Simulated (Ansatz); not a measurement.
Cost and result up the ladder for Al(PH3)F3 (AlPH3F3) (8 atoms). Charge 0, multiplicity 1. Geometry: B3LYP-D4/def2-SVP.

Cartesian coordinates in Å:
```
Al -0.892 -0.006 -1.087
F -1.344 -1.608 -1.040
F 0.156 0.466 -2.291
F -1.983 1.121 -0.528
P 0.702 0.005 0.853
H 1.807 -0.878 0.807
H 0.186 -0.316 2.131
H 1.368 1.216 1.155
```

Ansatz on 2 threads of Intel Xeon Platinum 8375C on a shared host. Times are rough, and most runs start from the orbitals of an earlier one. CAM-B3LYP-D4/def2-TZVP serves as the yardstick here, not as an exact answer. Differences are given only for rows in sets of like size (and for xTB, whose basis is part of the method), since another set adds its own error. Binding counts from free atoms at the same level (Al doublet, F doublet, P quartet, H doublet; other spins of the atoms weren't run), without zero-point energy or a counterpoise term.

Correlated methods freeze 13 core orbitals. The rows differ in basis, and correlated rows in double-zeta sets carry the largest basis error.

Correlated methods converge slowly with the basis, most of all in double-zeta sets.

```csv
level,functions,wall time,binding energy per atom (eV),difference from CAM-B3LYP-D4/def2-TZVP (eV)
PBE-D4/def2-SVP,93,0.9 s,3.71,–
PBE0-D4/def2-SVP,93,1.3 s,3.61,–
PBE-D4/def2-TZVP (with forces),185,2.2 s,3.73,-0.01
MP2/def2-TZVP,185,2.4 s,3.70,-0.04
CAM-B3LYP-D4/def2-TZVP,185,2.6 s,3.74,0.00
PBE0-D4/def2-TZVP,185,2.8 s,3.64,-0.10
BHLYP-D4/def2-TZVP,185,2.8 s,3.58,-0.16
r2SCAN-D4/def2-TZVP,185,3.3 s,3.72,-0.02
CCSD(T)/def2-SVP,93,3.8 s,3.46,–
```
